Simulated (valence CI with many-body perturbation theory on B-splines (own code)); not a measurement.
## Which ion has this spectrum?

A relativistic CI+MBPT calculation for an atom or ion with 50 electrons gives these levels (eV):

```tsv
J	Parity	E	g
4	even	0.000	0.67
5	even	3.516	0.92
2	even	4.871	0.90
6	even	5.976	1.03
4	even	7.157	1.00
1	even	7.262	0.16
7	even	7.484	1.07
3	even	8.401	1.08
8	even	8.543	1.09
2	even	8.766	0.67
3	even	9.207	0.97
2	even	9.353	1.56
6	even	10.593	0.91
5	even	10.759	1.16
```

The energies are calculated, and their last digits are not significant.

(1) Which is it?
A. Tl31+
B. Pb32+
C. Bi33+
D. Hg30+

Results:

(1) D. Hg30+, ground level (4f5/2^4) J=4.
